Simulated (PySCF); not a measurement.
Hf³³⁺ (hafnium, charge +33) across methods

[Kr] 4d3, high-spin 4F determinant. Calculation: PySCF 2.14, in an even-tempered Gaussian basis (18 s from 2.8 bohr⁻², ratio 2.5; 12 p from 3.6 bohr⁻², ratio 2.5; 9 d from 3.6 bohr⁻², ratio 2.5; 4 f from 16 bohr⁻², ratio 2.7; 3 g from 24 bohr⁻², ratio 2.7); no relativity, point nucleus.

```json
{"method": "r2SCANh", "E (hartree)": "-13727.66", "mean ε 4p α (eV)": "-1485.6", "mean ε 4p β (eV)": "-1474.7", "mean ε 4d α (eV)": "-1338.5", "Σ⟨r²⟩ (bohr²)": "3.459", "⟨S²⟩": "3.750"}
{"method": "PBE0", "E (hartree)": "-13727.27", "mean ε 4p α (eV)": "-1487.7", "mean ε 4p β (eV)": "-1477.1", "mean ε 4d α (eV)": "-1341.0", "Σ⟨r²⟩ (bohr²)": "3.457", "⟨S²⟩": "3.750"}
{"method": "r2SCAN", "E (hartree)": "-13727.63", "mean ε 4p α (eV)": "-1482.3", "mean ε 4p β (eV)": "-1472.3", "mean ε 4d α (eV)": "-1336.0", "Σ⟨r²⟩ (bohr²)": "3.459", "⟨S²⟩": "3.750"}
{"method": "LDA", "E (hartree)": "-13719.05", "mean ε 4p α (eV)": "-1477.7", "mean ε 4p β (eV)": "-1470.6", "mean ε 4d α (eV)": "-1333.7", "Σ⟨r²⟩ (bohr²)": "3.458", "⟨S²⟩": "3.750"}
{"method": "UHF", "E (hartree)": "-13725.69909", "mean ε 4p α (eV)": "-1513.7", "mean ε 4p β (eV)": "-1494.1", "mean ε 4d α (eV)": "-1359.6", "Σ⟨r²⟩ (bohr²)": "3.461", "⟨S²⟩": "3.751"}
{"method": "PBE", "E (hartree)": "-13727.03", "mean ε 4p α (eV)": "-1478.5", "mean ε 4p β (eV)": "-1470.7", "mean ε 4d α (eV)": "-1334.2", "Σ⟨r²⟩ (bohr²)": "3.456", "⟨S²⟩": "3.750"}
```

Question: Estimate the same row for M06.

Answer: E (hartree) = -13727.38; mean ε 4p α (eV) = -1487.9; mean ε 4p β (eV) = -1478.1; mean ε 4d α (eV) = -1340.2; Σ⟨r²⟩ (bohr²) = 3.455; ⟨S²⟩ = 3.750.

A non-relativistic calculation at this Z misses sizeable relativistic shifts. Spin-orbit coupling is strong in this species (close to jj coupling), so the high-spin LS determinant is a model state, not a physical level.
